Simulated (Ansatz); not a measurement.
# Ligand exchange: Ti(CH3)3F + SiH2(CH3)F → Ti(CH3)2F2 + SiH2(CH3)2

Species: Ti(CH3)3F, singlet; SiH2(CH3)F, singlet; Ti(CH3)2F2, singlet; SiH2(CH3)2 (dimethylsilane), singlet. The partners trade CH3 for F: Ti–CH3 and Si–F bonds give way to Ti–F and Si–CH3.

Shapes, held fixed at every level: PBE0-D4/def2-TZVP. Programs: Ansatz 0.2.0. The zero-point and thermal change to 298 K, harmonic and unscaled (PBE0-D4/def2-TZVP), is +4.5 kJ/mol.

Task: Estimate ΔH(298 K) of this reaction.

Result: The highest level, CCSD(T)/def2-TZVPP, gives ΔH(298 K) = -79.7 kJ/mol; the levels span -103.1 to -75.5. The column of differences is taken from that level and isn't an error. No measured value is set beside it here. Outer-core shells of Ti are correlated, in sets that cover them unevenly. Times are processor times on shared x86 and Arm servers, and rough.

| level | kind | ΔH(298 K) (kJ/mol) | less CCSD(T)/def2-TZVPP | CPU time (sum over the molecules) |
| --- | --- | --- | --- | --- |
| SPW92/def2-TZVPP | LDA | -94.3 | -14.6 | 21 s |
| PBE-D4/def2-TZVPP | GGA | -93.0 | -13.3 | 44 s |
| B3LYP-D4/def2-TZVPP | global hybrid | -80.9 | -1.2 | 71 s |
| BHLYP-D4/def2-TZVPP | global hybrid | -75.5 | +4.2 | 43 s |
| PBE0-D4/def2-TZVPP | global hybrid | -86.4 | -6.7 | 41 s |
| CCSD(T)/def2-SVP | coupled cluster or CI | -103.1 | -23.4 | 2.2 min |
| CCSD(T)/def2-TZVPP | coupled cluster or CI | -79.7 | 0.0 | 70 min |
